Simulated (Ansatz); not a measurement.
Geometry optimisation, UHF/def2-SVP in Ansatz 0.2.0.

Input file:

```yaml
crystal:
  periodic: [false, false, false]
  atoms:
    - { symbol: Zn, position_ang: [0.012399, -0.044661, -0.04721] }
    - { symbol: Cl, position_ang: [-0.012503, 0.045033, 2.158846] }
    - { symbol: O, position_ang: [0.018504, -0.06665, -1.825294] }
    - { symbol: H, position_ang: [0.238702, -0.859778, -2.28519] }
    - { symbol: Cl, position_ang: [-0.002403, 0.008655, 5.401747] }
magnetization:
  spin_polarized: true
  initial_magnetization: 1
basis:
  gaussian: { orbitals: def2-SVP }
hamiltonian:
  xc: hf
relax:
  f_tol: 0.03
  max_steps: 50
```

Run as:

```bash
$ ansatz run input.yaml --threads 2 --pin off --max-ram 3072MiB --backend cpu --events-out ev --progress --plain --runs-dir out
```

Problem. Where does it end, and by what steps?

Solution. The forces met the threshold. After 6 steps the energy has fallen by 0.057 eV; Cl5 moved furthest, 0.27 Å.

```tsv
step	energy less start (eV)	largest force component (eV/Å)	accepted
0	0.0000	1.059	yes
1	-0.0360	0.362	yes
2	-0.0424	0.096	yes
3	-0.0519	0.181	yes
4	-0.0556	0.034	yes
5	-0.0566	0.032	yes
6	-0.0571	0.011	yes
```

```xyz
5
Properties=species:S:1:pos:R:3
Zn 0.012 -0.045 -0.088
Cl -0.032 0.117 2.041
O 0.028 -0.100 -1.861
H 0.241 -0.869 -2.363
Cl 0.006 -0.021 5.673
```

The run took 33 s on 2 threads of Arm Neoverse V1 (shared host), peak memory 0.25 GiB.
